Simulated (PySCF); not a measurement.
## What PySCF settings do for KP

Base input, run as `python input.py` with PySCF 2.14:

```python
from pyscf import gto, scf

mol = gto.M(
    atom='K 0 0 0; P 0 0 3.01',
    basis='3-21g',
    charge=0,
    spin=2,
    verbose=4,
)
mf = scf.ROHF(mol)
mf.kernel()
mf.analyze()
print('orbital energies (hartree):', mf.mo_energy[..., max(0, mol.nelec[1]-3):mol.nelec[0]+3].round(4))
```

Base result: E(SCF) = -935.146748 Eh, 10 cycles, μz(SCF) = -11.42 D. The basis is very small, so the numbers show the basis as much as the system. The bond length is a typed value, not an optimised one. No search for the lowest solution was made.

Wall time 1 s on one thread of a shared host.

Each row names what differs from the base; energies in brackets are changes from the base.

| change | result |
| --- | --- |
| spin-free X2C: off → on [basis contracted without relativity] | E(SCF) = -937.759103 Eh, 10 cycles, μz(SCF) = -11.37 D |
| density fitting: none → def2-universal-jkfit | E(SCF) = -935.146260 Eh (+0.0133 eV), 10 cycles, μz(SCF) = -11.42 D |
| initial guess: minao → hcore [ends in another solution than the base] | E(SCF) = -935.133796 Eh (+0.3524 eV), 16 cycles, μz(SCF) = -11.79 D |
| step after the SCF: analyze → eomee; frozen orbitals: default → 10; number of roots: default → 3 | E(SCF) = -935.146748 Eh (+0.0000 eV), 10 cycles, E(CCSD) − E(SCF) = -0.03796 Eh, μz(SCF) = -11.42 D, excitation roots 0.000, 0.439, 1.200 eV |
| basis set: 3-21g → cc-pvdz-dk; spin-free X2C: off → on | E(SCF) = -942.975233 Eh, 10 cycles, μz(SCF) = -10.90 D |
| charge: 0 → 1; spin (2S): 2 → 1 [another spin of the ion may lie lower] | E(SCF) = -934.916538 Eh (+6.2644 eV), 8 cycles |
| geometry: bond 3.01 → bond 3.1 | E(SCF) = -935.148247 Eh (-0.0408 eV), 10 cycles, μz(SCF) = -11.64 D |
| PCM solvent, dielectric constant: none → 78.36 | E(SCF) = -935.181249 Eh (-0.9388 eV), 9 cycles, μz(SCF) = -13.69 D |
| spin (2S): 2 → 3 [unsound on purpose] | stops with RuntimeError (Electron number 34 and spin 3 are not consistent) |
| geometry: bond 3.01 → bond 2.408 | E(SCF) = -935.094241 Eh (+1.4288 eV), 12 cycles, μz(SCF) = -9.78 D |
| PCM solvent, dielectric constant: none → 2.27 | E(SCF) = -935.164681 Eh (-0.4880 eV), 9 cycles, μz(SCF) = -12.94 D |
| PCM solvent, dielectric constant: none → 32.6 | E(SCF) = -935.180515 Eh (-0.9188 eV), 9 cycles, μz(SCF) = -13.66 D |
| geometry: bond 3.01 → bond 6.02 [stretched restricted solution, likely unstable] | E(SCF) = -935.078679 Eh (+1.8523 eV), μz(SCF) = -18.94 D |
| geometry: bond 3.01 → bond 3.371 | E(SCF) = -935.147511 Eh (-0.0207 eV), 10 cycles, μz(SCF) = -12.29 D |
| step after the SCF: analyze → ccsd(t); frozen orbitals: default → 10 | E(SCF) = -935.146748 Eh (+0.0000 eV), 10 cycles, E(CCSD) − E(SCF) = -0.03796 Eh, (T) = -0.00091 Eh, μz(SCF) = -11.42 D |
| cycle limit: 50 → 5 | not converged: SCF after 5 cycles |
| smearing width (hartree): none → 0.05 [unsound on purpose] [smearing does not keep the typed spin] | E(SCF) = -934.832172 Eh (+8.5601 eV), μz(SCF) = -5.47 D |
| second-order solver: off → on | E(SCF) = -935.146748 Eh (+0.0000 eV), 3 cycles, μz(SCF) = -11.42 D |
| functional: none (Hartree–Fock) → revtpss; SCF type: ROHF → ROKS | E(SCF) = -936.161172 Eh, 9 cycles, μz(SCF) = -9.09 D |
| electric field along z (a.u.): none → 0.05 [may be another electronic state] | E(SCF) = -935.316276 Eh (-4.6131 eV), 10 cycles, μz(SCF) = 36.35 D |
| step after the SCF: analyze → gradient | E(SCF) = -935.146748 Eh (+0.0000 eV), 10 cycles, μz(SCF) = -11.42 D, gradient on the second atom -0.0123 Eh/bohr |

**Question.** Order these changes by how far they move the SCF energy from the base, largest first: (1) PCM solvent, dielectric constant: none → 78.36; (2) electric field along z (a.u.): none → 0.05; (3) geometry: bond 3.01 → bond 2.408; (4) geometry: bond 3.01 → bond 6.02.

**Answer.** (2) -4.6131 eV, (4) +1.8523 eV, (3) +1.4288 eV, (1) -0.9388 eV.
